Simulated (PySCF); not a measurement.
Compound: C6H16BNO.
SMILES: `COC[NH2+][BH2-]C1CCC1`

Torsions of this conformer, `[CH3:1][O:2][CH2:3][NH2+:4][BH2-:5][CH:6]1[CH2:7][CH2:8][CH2:9]1`: C1–O2–C3–N4 178°, O2–C3–N4–B5 -179°, C3–N4–B5–C6 176°, N4–B5–C6–C7 -168°.

The closed-shell ground state was solved at several levels (PySCF, density fitting, gas phase, non-relativistic). Geometry: PBE0-D3(BJ)/def2-SVP, one conformer, isolated molecule.

```json
{"level": "PBE0/pcSseg-1", "basis functions": "233", "HOMO (eV)": "-7.06", "LUMO (eV)": "0.80", "gap (eV)": "7.86", "dipole (D)": "5.26"}
{"level": "B3LYP/def2-SVPD", "basis functions": "311", "HOMO (eV)": "-6.88", "LUMO (eV)": "-0.12", "gap (eV)": "6.76", "dipole (D)": "5.06"}
```

(1) What might HF/pcSseg-1 (233 basis functions) give for the same quantities?

(2) Over all these levels, which gives the widest orbital gap and which the narrowest?

(3) How far do the dipole and the HOMO energy spread over the levels?

Answers

(1) HOMO -10.19 eV, LUMO 3.77 eV, gap 13.96 eV, dipole 5.40 D.

(2) HF/pcSseg-1 (Hartree–Fock, all exact exchange) has the widest, 13.96 eV, and B3LYP/def2-SVPD (global hybrid, 20 % exact exchange) the narrowest, 6.76 eV. Functional and basis both differ between the two, so the spread mixes both effects. The HOMO need not be the same orbital at Hartree–Fock and at DFT levels.

(3) The dipole runs from 5.06 to 5.40 D (mean 5.24 D) and the HOMO from -10.19 to -6.88 eV.
